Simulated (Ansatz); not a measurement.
platinum atom (Pt), triplet (core potentials on Pt). Base run: B3LYP/def2-SV(P) run with Ansatz (a program for electronic structure).

Geometry (Å):
```xyz
1

Pt     0.0000     0.0000     0.0000
```
Charge 0, spin multiplicity 3.
Orbitals are unrestricted.
All else is at Ansatz's defaults.
Base energy -119.30543 Eh.

Each row names what was changed in the base input (with any setting that the change needs).

| change | ΔE vs base (mEh) |
|---|---|
| base | 0.000 |
| nuclear_model = gaussian | 0.000 |
| forces = on | 0.000 |
| point_charge = charge:0.5 position_ang:-0.3571, -2.8545, -0.851 | -6.549 |
| lower_state_search = light | 0.000 |
| point_charge = charge:-1.0 position_ang:0.0277, -2.9214, 0.6816 | -20.469 |
| final_grid = 4, 8, 17 | 0.013 |
| accuracy = high | 0.000 |
| point_charge = charge:1.0 position_ang:-2.9506, 0.4301, 0.3302 | -28.827 |
| final_grid = 6, 12, 29 | 0.001 |
| final_grid = 10, 20, 41 | 0.000 |
